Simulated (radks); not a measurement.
Values are calculated unless marked as measured or tabulated.
Polarisability of the zinc ion Zn+, [Ar] 3d10 4s1, at imaginary frequency. Code: a radial shooting solver on a logarithmic mesh with Libxc functionals. Model: non-relativistic Kohn-Sham, PBE, spin-polarised, spherical densities, point nucleus; open shells are filled with parallel spins first. Response by self-consistent Sternheimer equations with the Hartree and adiabatic LDA kernel.

w (hartree),alpha1(iw) (bohr^3),alpha2(iw) (bohr^5)
0.00266,17.66,76.90
0.0143,17.61,76.81
0.0360,17.34,76.37
0.0697,16.52,74.97
0.118,14.80,71.64
0.186,12.15,65.25
0.280,9.108,55.13
0.413,6.388,42.13
0.605,4.318,28.76
0.892,2.857,17.61
1.35,1.838,9.754
2.12,1.110,4.867
3.59,0.5884,2.103
6.94,0.2391,0.7020
17.5,0.05493,0.1327

Static values: alpha1 = 17.66 bohr^3 (2.617 angstrom^3; uncoupled 24.80), alpha2 = 76.90 bohr^5, alpha3 = 732.0 bohr^7. C6 = 74.41, C8 = 1938, triple-dipole C9 = 895.7 atomic units. One-pole (London) frequency 4 C6 / (3 alpha1^2) = 0.318 hartree, against 0.523 for minus the highest occupied eigenvalue.
